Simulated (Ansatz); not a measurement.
Consider the ligand exchange at the Si–S bond: `S[SiH]1C=C1` + `O[SiH2]O` → `O[SiH2]O[SiH]1C=C1` + H₂S.

Computed with Ansatz on PBE0-D4/def2-TZVP structures; ΔE is electronic, products minus reactants. CBS: MP2 limit from def2 TZ/QZ plus the TZ coupled-cluster correction, frozen cores. This one scheme is used for every species. DFT in def2-TZVPP. Each species was taken in one conformer, which may not be the lowest.

| level | ΔE (eV) |
| --- | --- |
| PBE0-D4 | -0.43 |
| PBE | -0.36 |
| HF/def2-TZVPP | -0.72 |
| MP2/def2-TZVPP | -0.52 |
| CCSD/def2-TZVPP | -0.60 |
| CCSD(T)/def2-TZVPP | -0.56 |
| HF/def2-QZVPP | -0.75 |
| SCS-MP2/def2-QZVPP | -0.57 |

What does CCSD(T)/CBS give? (Best estimate.)

The calculation gave: -0.53 eV. The listed levels differ from it by 0.10, 0.17, -0.19, 0.01, -0.07, -0.03, -0.22, -0.04 eV.

Largest T1 diagnostic among the species: 0.012.

In def2-TZVPP, CCSD(T) changes the Hartree–Fock value by +0.17 eV (the triples alone add +0.04 eV) and MP2 by +0.21 eV. From PBE to PBE0 (25 % exact exchange), in def2-TZVPP and without D4, ΔE moves by −0.06 eV.
